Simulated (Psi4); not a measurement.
C₄H₉O₂ (SMILES COC[C](C)O), doublet, at a GFN2-xTB geometry. Base run: B3LYP/STO-3G (Psi4).

Geometry (Å):
```xyz
15

C      2.5390    -0.4905    -0.2275
O      1.3289     0.0796     0.1914
C      0.2105    -0.3810    -0.5393
C     -1.0132     0.2966    -0.0117
C     -2.3503    -0.0011    -0.5846
O     -0.9834     0.7302     1.2907
H      3.3180    -0.0685     0.4044
H      2.7489    -0.2504    -1.2768
H      2.5244    -1.5817    -0.1123
H      0.1421    -1.4886    -0.4445
H      0.3313    -0.1632    -1.6143
H     -2.6577    -1.0390    -0.4023
H     -3.0864     0.6524    -0.1251
H     -2.3472     0.1574    -1.6620
H     -0.0535     0.7589     1.5551
```
Charge 0, spin multiplicity 2.
Orbitals are unrestricted.
All else is at Psi4's defaults (density fitting; Cartesian or spherical functions as each basis is defined).

Variants of this job, named by their change:

| change | basis functions | E (Eh) | dipole (D) | core-seconds (rough) |
|---|---|---|---|---|
| base | 39 | -304.22071 | 1.86 | 8 |
| basis = def2-SV(P) | 102 | -307.96364 | 2.43 | 20 |
| basis = 6-31G* | … | … | 2.39 | 20 |
| basis = cc-pVDZ | 129 | -308.23141 | 2.21 | 20 |
| basis = def2-SVP | 129 | … | … | 20 |
| basis = 6-31+G* | … | … | … | 20 |
| basis = 6-311G** | 162 | -308.30862 | 2.42 | 20 |
| basis = def2-SVPD | 198 | -308.02036 | 2.52 | 40 |
| basis = 6-311+G(2d,p) | 216 | -308.32553 | 2.49 | 40 |
| basis = aug-pcseg-1 | 219 | -308.18671 | 2.41 | 60 |
| basis = def2-TZVP | … | … | 2.39 | 40 |
| basis = pcseg-2 | 306 | -308.35456 | 2.44 | 60 |
| basis = cc-pVTZ | 306 | -308.34195 | 2.31 | 70 |

Problem. Complete the blanks.

Solution. 
- basis = 6-31G*, basis functions: 108
- basis = 6-31G*, E (Eh): -308.21324
- basis = def2-SVP, E (Eh): -307.99168
- basis = def2-SVP, dipole (D): 2.38
- basis = 6-31+G*, basis functions: 132
- basis = 6-31+G*, E (Eh): -308.23047
- basis = 6-31+G*, dipole (D): 2.67
- basis = def2-TZVP, basis functions: 240
- basis = def2-TZVP, E (Eh): -308.35024

Totals compare only among sets that treat the same electrons; sets with core potentials leave the core out.

Open shells are given as the SCF converged; they aren't shown to be the lowest states, and a large step between rows can be another state.
